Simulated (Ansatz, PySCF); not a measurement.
Gas-phase reaction in SMILES: [BH3-][NH3+] -> [BH3-]N + H+
Each molecule is optimised on its own at B3LYP-D3(BJ)/def2-TZVP (Ansatz, a program for electronic structure).

Property: gas-phase deprotonation energy (electronic energy difference), in kJ/mol. Correlated levels leave the core frozen unless marked. No spin-orbit coupling. No relativistic terms. Anions need diffuse functions: aug- sets have them; def2-D sets add few; the other sets have none. CBS(X,Y): correlation extrapolated as X^-3; Hartree-Fock from the larger set. [CCSD(T)-MP2]/basis is that difference in the basis named.

Level to compare with: RI-MP2/CBS(aug-cc-pVTZ,aug-cc-pVQZ)+[CCSD(T)-MP2]/aug-cc-pVTZ (Ansatz), 1528.9 kJ/mol. It is a level with limits of its own, and the differences hold the functionals' basis error too.

### Question
Rank these functionals by how close they come to RI-MP2/CBS(aug-cc-pVTZ,aug-cc-pVQZ)+[CCSD(T)-MP2]/aug-cc-pVTZ, closest first: TPSSh/def2-TZVPD (PySCF); M06-2X/def2-TZVPD (PySCF); SVWN5/def2-TZVPD (Ansatz).

### Answer
M06-2X/def2-TZVPD (hybrid meta-GGA, 1525.2 kJ/mol, difference -3.7), TPSSh/def2-TZVPD (hybrid meta-GGA, 1538.1 kJ/mol, difference 9.2), SVWN5/def2-TZVPD (LDA, 1490.9 kJ/mol, difference -38.0)
